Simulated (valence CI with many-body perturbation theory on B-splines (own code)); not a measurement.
# Which ion has this spectrum?

A relativistic CI+MBPT calculation for an atom or ion with 15 electrons gives these levels (cm⁻¹):

| J | Parity | E | g |
| --- | --- | --- | --- |
| 3/2 | odd | 0 | 1.93 |
| 3/2 | odd | 50554 | 0.94 |
| 5/2 | odd | 62736 | 1.20 |
| 1/2 | odd | 97950 | 0.66 |
| 3/2 | odd | 117119 | 1.25 |
| 5/2 | even | 360393 | 1.59 |
| 3/2 | even | 381353 | 1.72 |
| 1/2 | even | 389000 | 2.64 |
| 3/2 | even | 447092 | 0.84 |
| 5/2 | even | 453466 | 1.21 |
| 3/2 | even | 508780 | 1.30 |
| 1/2 | even | 514457 | 1.25 |
| 3/2 | even | 543564 | 0.46 |
| 1/2 | even | 546986 | 1.39 |

The energies are calculated, with errors of perhaps 300 cm⁻¹, more in some levels.

Which is it?
A. Zn15+
B. Ge17+
C. Ni13+
D. Cu14+

A. Zn15+, ground level 3s2 3p3 4S°_3/2.
